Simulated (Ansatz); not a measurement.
Reaction (formal exchange of groups at a C–C bond): `[OH][Al]([F])[CH2]CF` + `C=CS` → `C=C(S)CF` + `[CH3][Al]([OH])[F]`

Computed with Ansatz on PBE0-D4/def2-TZVP structures; ΔE is electronic, products minus reactants. CCSD(T)/CBS adds triple-zeta CCSD(T) − MP2 to the extrapolated MP2 energy (def2 sets, frozen cores). This one scheme is used for every species. DFT in def2-TZVPP. Each species was taken in one conformer, which may not be the lowest.

`[OH][Al]([F])[CH2]CF`:

Cartesian coordinates in Å:
```
O -0.756 1.660 -1.377
Al 0.537 0.594 -1.193
F 1.782 0.611 -2.275
C 0.556 -0.653 0.294
C -0.618 -0.550 1.228
F -0.513 -1.486 2.252
H -0.848 2.303 -2.078
H 0.615 -1.667 -0.119
H 1.490 -0.503 0.850
H -0.678 0.434 1.702
H -1.565 -0.742 0.716
```

`C=CS`:

Cartesian coordinates in Å:
```
C 1.125 -0.103 -0.165
C -0.189 -0.207 -0.010
S -1.230 1.147 0.374
H 1.647 0.842 -0.064
H 1.717 -0.978 -0.400
H -0.688 -1.164 -0.116
H -2.381 0.462 0.381
```

`C=C(S)CF`:

```xyz
10

C     0.402   -0.870    1.190
C    -0.145    0.011    0.362
S    -1.464    1.056    0.882
C     0.366    0.284   -1.016
F     1.389   -0.567   -1.357
H    -0.003   -1.042    2.179
H     1.278   -1.428    0.886
H    -2.119    1.087   -0.292
H     0.735    1.313   -1.083
H    -0.438    0.157   -1.751
```

`[CH3][Al]([OH])[F]`:

Cartesian coordinates in Å:
```
C 1.076 -0.613 -0.301
Al -0.499 0.483 -0.089
O -1.557 0.227 1.202
F -0.850 1.693 -1.160
H 0.800 -1.662 -0.441
H 1.702 -0.568 0.594
H 1.677 -0.301 -1.156
H -2.350 0.741 1.350
```

```json
{"species": "`[OH][Al]([F])[CH2]CF`", "PBE0-D4 energy (Eh)": "-596.39218"}
{"species": "`C=CS`", "PBE0-D4 energy (Eh)": "-476.58873"}
{"species": "`C=C(S)CF`", "PBE0-D4 energy (Eh)": "-615.06134"}
{"species": "`[CH3][Al]([OH])[F]`", "PBE0-D4 energy (Eh)": "-457.92564"}
```

(1) Work out ΔE.

Largest T1 diagnostic among the species: 0.012.

Results:

(1) ΔE = (-615.06134) + (-457.92564) − (-596.39218) − (-476.58873) = -0.00607 Eh = -0.17 eV. CCSD(T)/CBS gives -0.17 eV.

In def2-TZVPP, CCSD(T) changes the Hartree–Fock value by −0.05 eV (the triples alone add −0.01 eV) and MP2 by −0.07 eV.
